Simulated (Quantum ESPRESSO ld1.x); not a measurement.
Input (ld1.x (Quantum ESPRESSO 7.5)):

```
 &input
    atom='Hf',
    iswitch=1,
    rel=1,
    lsd=1,
    dft='PZ',
    config='[Xe] 4f13 5d2 6s2',
    verbosity='high',
    prefix='ld1',
    max_out_wfc=37,
    file_charge='ld1.rho',
 /
```

Command: `OMP_NUM_THREADS=1 ld1.x < ld1.in > ld1.out`

Standard output:

```
     Program LD1 v.7.5 starts

     --------------------------- All-electron run ----------------------------

     scalar relativistic calculation

     atomic number is 72.00
     dft =PZ   lsd =1 sic =0 latt =0  beta=0.20 tr2=1.0E-14
     Exchange-correlation= PZ
                           (   1   1   0   0   0   0   0)
     mesh =2111 r(mesh) =  99.81654 a.u. xmin = -8.00 dx = 0.00800
     1 Ry =  13.60569312 eV, c = 137.03599908

     n l     nl                  e(Ry)          e(Ha)          e(eV)
     1 0     1S 1( 1.00)   -4795.797585201   -2397.898792600 -65250.1502242
     2 0     2S 1( 1.00)    -821.407678957    -410.703839478 -11175.8208088
     2 1     2P 1( 3.00)    -721.676788608    -360.838394304  -9818.9129198
     3 0     3S 1( 1.00)    -188.277924527     -94.138962263  -2561.6516629
     3 1     3P 1( 3.00)    -158.489933363     -79.244966682  -2156.3653964
     4 0     4S 1( 1.00)     -39.025890002     -19.512945001   -530.9742832
     4 1     4P 1( 3.00)     -29.231124760     -14.615562380   -397.7097131
     3 2     3D 1( 5.00)    -123.164406033     -61.582203017  -1675.7371122
     5 0     5S 1( 1.00)      -5.986701542      -2.993350771    -81.4532240
     5 1     5P 1( 3.00)      -3.593694568      -1.796847284    -48.8947055
     4 2     4D 1( 5.00)     -16.573356013      -8.286678006   -225.4919959
     4 3     4F 1( 7.00)      -2.580312363      -1.290156181    -35.1069382
     5 2     5D 1( 2.00)      -0.952800390      -0.476400195    -12.9635097
     6 0     6S 1( 1.00)      -0.951083404      -0.475541702    -12.9401489
     1 0     1S 2( 1.00)   -4795.797584485   -2397.898792242 -65250.1502145
     2 0     2S 2( 1.00)    -821.399841225    -410.699920612 -11175.7141710
     2 1     2P 2( 3.00)    -721.670463358    -360.835231679  -9818.8268604
     3 0     3S 2( 1.00)    -188.235420215     -94.117710107  -2561.0733623
     3 1     3P 2( 3.00)    -158.447266401     -79.223633201  -2155.7848828
     4 0     4S 2( 1.00)     -38.946879352     -19.473439676   -529.8992886
     4 1     4P 2( 3.00)     -29.154095834     -14.577047917   -396.6616812
     3 2     3D 2( 5.00)    -123.129077706     -61.564538853  -1675.2564458
     5 0     5S 2( 1.00)      -5.904321043      -2.952160522    -80.3323802
     5 1     5P 2( 3.00)      -3.504062823      -1.752031411    -47.6752034
     4 2     4D 2( 5.00)     -16.497360700      -8.248680350   -224.4580270
     4 3     4F 2( 6.00)      -2.501572843      -1.250786422    -34.0356324
     5 2     5D 2( 0.00)      -0.865597653      -0.432798827    -11.7770560
     6 0     6S 2( 1.00)      -0.895947344      -0.447973672    -12.1899846

     final scf error:  5.7E-15 reached in  28 iterations

     Etot =  -30136.594344 Ry,  -15068.297172 Ha, -410029.254413 eV
     Total magnetization:    3.00 Bohr mag.

     Ekin =   33017.376989 Ry,   16508.688494 Ha,  449224.299033 eV
     Encl =  -74278.206625 Ry,  -37139.103313 Ha,-1010606.485066 eV
     Eh   =   11719.820252 Ry,    5859.910126 Ha,  159456.277805 eV
     Exc  =    -595.584959 Ry,    -297.792480 Ha,   -8103.346185 eV

     normalization and overlap integrals

     s(1S/1S) =  1.000000  <r> =   0.0190  <r2> =    0.0005  r(max) =   0.0119
     s(1S/2S) = -0.030016
     s(1S/3S) = -0.013119
     s(1S/4S) = -0.006399
     s(1S/5S) = -0.002664
     s(1S/6S) = -0.000936
     s(2S/2S) =  1.000000  <r> =   0.0804  <r2> =    0.0076  r(max) =   0.0682
     s(2S/3S) = -0.008346
     s(2S/4S) = -0.003886
     s(2S/5S) = -0.001603
     s(2S/6S) = -0.000562
     s(2P/2P) =  1.000000  <r> =   0.0717  <r2> =    0.0063  r(max) =   0.0559
     s(2P/3P) = -0.006630
     s(2P/4P) = -0.002916
     s(2P/5P) = -0.001080
     s(3S/3S) =  1.000000  <r> =   0.2089  <r2> =    0.0499  r(max) =   0.1931
     s(3S/4S) = -0.002795
     s(3S/5S) = -0.001116
     s(3S/6S) = -0.000390
     s(3P/3P) =  1.000000  <r> =   0.2087  <r2> =    0.0505  r(max) =   0.1900
     s(3P/4P) = -0.002363
     s(3P/5P) = -0.000848
     s(4S/4S) =  1.000000  <r> =   0.4679  <r2> =    0.2472  r(max) =   0.4366
     s(4S/5S) = -0.000770
     s(4S/6S) = -0.000265
     s(4P/4P) =  1.000000  <r> =   0.4969  <r2> =    0.2810  r(max) =   0.4581
     s(4P/5P) = -0.000592
     s(3D/3D) =  1.000000  <r> =   0.1891  <r2> =    0.0419  r(max) =   0.1543
     s(3D/4D) = -0.001710
     s(3D/5D) = -0.000410
     s(5S/5S) =  1.000000  <r> =   1.1162  <r2> =    1.4005  r(max) =   1.0033
     s(5S/6S) = -0.000142
     s(5P/5P) =  1.000000  <r> =   1.3052  <r2> =    1.9319  r(max) =   1.1403
     s(4D/4D) =  1.000000  <r> =   0.5331  <r2> =    0.3297  r(max) =   0.4692
     s(4D/5D) = -0.000309
     s(4F/4F) =  1.000000  <r> =   0.6505  <r2> =    0.5371  r(max) =   0.4508
     s(5D/5D) =  1.000000  <r> =   2.0070  <r2> =    4.7595  r(max) =   1.5579
     s(6S/6S) =  1.000000  <r> =   2.9760  <r2> =    9.9535  r(max) =   2.6204
     s(1S/1S) =  1.000000  <r> =   0.0190  <r2> =    0.0005  r(max) =   0.0119
     s(1S/2S) = -0.030016
     s(1S/3S) = -0.013121
     s(1S/4S) = -0.006398
     s(1S/5S) = -0.002669
     s(1S/6S) = -0.000900
     s(2S/2S) =  1.000000  <r> =   0.0804  <r2> =    0.0076  r(max) =   0.0682
     s(2S/3S) = -0.008347
     s(2S/4S) = -0.003885
     s(2S/5S) = -0.001606
     s(2S/6S) = -0.000541
     s(2P/2P) =  1.000000  <r> =   0.0717  <r2> =    0.0063  r(max) =   0.0559
     s(2P/3P) = -0.006631
     s(2P/4P) = -0.002915
     s(2P/5P) = -0.001083
     s(3S/3S) =  1.000000  <r> =   0.2088  <r2> =    0.0499  r(max) =   0.1915
     s(3S/4S) = -0.002794
     s(3S/5S) = -0.001119
     s(3S/6S) = -0.000375
     s(3P/3P) =  1.000000  <r> =   0.2087  <r2> =    0.0505  r(max) =   0.1900
     s(3P/4P) = -0.002363
     s(3P/5P) = -0.000851
     s(4S/4S) =  1.000000  <r> =   0.4679  <r2> =    0.2472  r(max) =   0.4366
     s(4S/5S) = -0.000772
     s(4S/6S) = -0.000255
     s(4P/4P) =  1.000000  <r> =   0.4970  <r2> =    0.2811  r(max) =   0.4581
     s(4P/5P) = -0.000594
     s(3D/3D) =  1.000000  <r> =   0.1891  <r2> =    0.0419  r(max) =   0.1543
     s(3D/4D) = -0.001710
     s(3D/5D) = -0.000404
     s(5S/5S) =  1.000000  <r> =   1.1146  <r2> =    1.3966  r(max) =   1.0033
     s(5S/6S) = -0.000137
     s(5P/5P) =  1.000000  <r> =   1.3033  <r2> =    1.9273  r(max) =   1.1403
     s(4D/4D) =  1.000000  <r> =   0.5332  <r2> =    0.3298  r(max) =   0.4692
     s(4D/5D) = -0.000305
     s(4F/4F) =  1.000000  <r> =   0.6502  <r2> =    0.5362  r(max) =   0.4508
     s(5D/5D) =  1.000000  <r> =   2.0485  <r2> =    4.9969  r(max) =   1.5579
     s(6S/6S) =  1.000000  <r> =   3.0489  <r2> =   10.4588  r(max) =   2.6627

     ------------------------ End of All-electron run ------------------------
```

Run on one thread of a shared host, so times are rough (Intel(R) Xeon(R) Processor @ 2.60GHz): 0.71 s of CPU time, 2.1 s wall, 28 iterations on 2111 mesh points.
